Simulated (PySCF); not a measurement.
**C₆ coefficients of unlike pairs at revPBE**

Calculated with PySCF 2.14 from the dipole response of each species, C₆(A,B) = (3/π) ∫ α_A(iu) α_B(iu) du, in atomic units, from isotropic polarisabilities. For ions this is the dispersion term alone; charge-induced terms of lower order in 1/R come first.

```
species  configuration                                                                                basis     relativity  α (bohr³)  C₆ (like pair)
    Cs⁺      [Xe] (1S)  aug-cc-pwCVTZ-X2C with one added diffuse shell each of s, p, d, f type (12s11p9d5f)  spin-free X2C      16.31           140.1
   Cr³⁺  [Ar] 3d3 (4F)       x2c-TZVPPall with one added diffuse shell each of s, p, d, f type (7s6p5d3f1g)  spin-free X2C      2.177           5.416
     Li  [He] 2s1 (2S)                                                                aug-cc-pCVDZ (5s4p2d)           none      142.3            1123
```

(1) Estimate C₆ for Cr³⁺ with Cs⁺.

No spin-orbit coupling is included.

The other pairs:

```csv
pair,C₆
"Li, Cs⁺",234.0
"Li, Cr³⁺",32.98
```

## Answers

(1) The integral gives 25.56. The combination rule 2 C_A C_B / (C_A α_B/α_A + C_B α_A/α_B) gives 25.60 and the geometric mean 27.54.
